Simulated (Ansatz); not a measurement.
Cl4Sb (SMILES [Cl][Sb]([Cl])([Cl])[Cl]), doublet, geometry from GFN2-xTB (the spin is typed, not shown lowest) (all electrons, no relativity), atoms displaced at random by about 0.1 Å a coordinate; PBE/STO-3G (Ansatz, an electronic-structure program).

The Ansatz input:
Ansatz 0.2 input:
```yaml
crystal:
  periodic: [false, false, false]
  atoms:
    - {symbol: Sb, position_ang: [0.06803369, -0.35497721, -0.11283978]}
    - {symbol: Cl, position_ang: [2.30879898, 0.20561219, -1.11913672]}
    - {symbol: Cl, position_ang: [0.53695184, 0.42701838, 2.04194879]}
    - {symbol: Cl, position_ang: [-0.84911567, 1.69127953, -0.73040860]}
    - {symbol: Cl, position_ang: [-2.17222003, -1.28992494, 0.63947968]}
basis:
  gaussian:
    orbitals: STO-3G
hamiltonian:
  xc: pbe
magnetization: {spin_polarized: true, initial_magnetization: 1}
relax: {escape_saddle: false}
```

What the program printed (banner, timings and long lists left out):

```
Functional definition: PBE
735 factors; integrals over basis functions are off by at most 6.9e-6 eV
mean field evaluation 1: about -219668.7158 eV, gradient 2.0e1 eV
mean field evaluation 2: about -219658.6924 eV, gradient 3.5e1 eV
mean field evaluation 4: about -219673.6665 eV, gradient 6.1e0 eV
mean field evaluation 8: about -219674.2315 eV, gradient 7.1e-2 eV
mean field evaluation 16: about -219671.1881 eV, gradient 8.6e0 eV
mean field evaluation 32: about -219673.1073 eV, gradient 2.1e0 eV
mean field -219674.23161573 eV, -8072.8791113361 hartree, gradient 1.3e-5 eV, S^2 0.751811; 4 other end points of the search recorded, 0 dependent functions left out
the calculation of the forces begins
reference -219674.23163690 eV, -8072.8791121139 hartree; 60, 59 occupied and 3, 4 virtual orbitals, 735 factors
relax step   1: F+E_penalty+E_count = -219674.23161573 eV  Δ(F+E_penalty+E_count) = +0.000e0 eV  max|allowed force component| = 8.046e-1 eV/Å  Δτ_max = 0.0000 Å  (77 SCF iters, accepted)
these checks for a lower state are left out or cut short: starts, cluster_reference, orbital_swaps, neighbouring_geometries, increment
735 factors; integrals over basis functions are off by at most 6.9e-6 eV
mean field -219674.38316378 eV, -8072.8846806240 hartree, gradient 1.4e-5 eV, S^2 0.751599; 0 other end points of the search recorded, 0 dependent functions left out
the calculation of the forces begins
reference -219674.38318516 eV, -8072.8846814099 hartree; 60, 59 occupied and 3, 4 virtual orbitals, 735 factors
relax step   2: F+E_penalty+E_count = -219674.38316378 eV  Δ(F+E_penalty+E_count) = -1.515e-1 eV  max|allowed force component| = 3.855e-1 eV/Å  Δτ_max = 0.1986 Å  (25 SCF iters, accepted)
these checks for a lower state are left out or cut short: starts, cluster_reference, orbital_swaps, neighbouring_geometries, increment
735 factors; integrals over basis functions are off by at most 6.8e-6 eV
mean field -219674.40055814 eV, -8072.8853198550 hartree, gradient 1.2e-5 eV, S^2 0.751567; 0 other end points of the search recorded, 0 dependent functions left out
the calculation of the forces begins
reference -219674.40057938 eV, -8072.8853206357 hartree; 60, 59 occupied and 3, 4 virtual orbitals, 735 factors
relax step   3: F+E_penalty+E_count = -219674.40055814 eV  Δ(F+E_penalty+E_count) = -1.739e-2 eV  max|allowed force component| = 1.171e-1 eV/Å  Δτ_max = 0.0649 Å  (24 SCF iters, accepted)
these checks for a lower state are left out or cut short: starts, cluster_reference, orbital_swaps, neighbouring_geometries, increment
735 factors; integrals over basis functions are off by at most 6.8e-6 eV
mean field -219674.40401463 eV, -8072.8854468788 hartree, gradient 9.2e-6 eV, S^2 0.751550; 0 other end points of the search recorded, 0 dependent functions left out
the calculation of the forces begins
reference -219674.40403590 eV, -8072.8854476602 hartree; 60, 59 occupied and 3, 4 virtual orbitals, 735 factors
relax step   4: F+E_penalty+E_count = -219674.40401463 eV  Δ(F+E_penalty+E_count) = -3.456e-3 eV  max|allowed force component| = 2.165e-2 eV/Å  Δτ_max = 0.0547 Å  (25 SCF iters, accepted)
these checks for a lower state are left out or cut short: starts, cluster_reference, orbital_swaps, neighbouring_geometries, increment
735 factors; integrals over basis functions are off by at most 6.9e-6 eV
mean field -219674.40432561 eV, -8072.8854583070 hartree, gradient 6.9e-6 eV, S^2 0.751549; 0 other end points of the search recorded, 0 dependent functions left out
the calculation of the forces begins
reference -219674.40434687 eV, -8072.8854590881 hartree; 60, 59 occupied and 3, 4 virtual orbitals, 735 factors
relax step   5: F+E_penalty+E_count = -219674.40432561 eV  Δ(F+E_penalty+E_count) = -3.110e-4 eV  max|allowed force component| = 5.570e-3 eV/Å  Δτ_max = 0.0106 Å  (21 SCF iters, accepted)
735 factors; integrals over basis functions are off by at most 6.9e-6 eV
mean field evaluation 64: about -219662.3738 eV, gradient 3.1e1 eV
mean field -219674.40432561 eV, -8072.8854583070 hartree, gradient 6.9e-6 eV, S^2 0.751549; 1 other end points of the search recorded, 0 dependent functions left out
the calculation of the forces begins
reference -219674.40434687 eV, -8072.8854590881 hartree; 60, 59 occupied and 3, 4 virtual orbitals, 735 factors
Total energy: -219674.40434687 eV, -8072.8854590881 hartree
Atom 0 at     0.039037    -0.322551    -0.099562 Å, force    -0.001379     0.002720     0.000338 eV/Å
Atom 1 at     2.249730     0.225840    -1.021201 Å, force    -0.004694    -0.001602     0.002244 eV/Å
Atom 2 at     0.665579     0.306119     2.113390 Å, force    -0.001270    -0.000040    -0.003266 eV/Å
Atom 3 at    -0.936987     1.698577    -0.904351 Å, force     0.001773    -0.003037     0.002290 eV/Å
Atom 4 at    -2.124910    -1.228977     0.630767 Å, force     0.005570     0.001958    -0.001607 eV/Å
Dipole moment:     0.041930    -0.316753    -0.168069 e Å
```
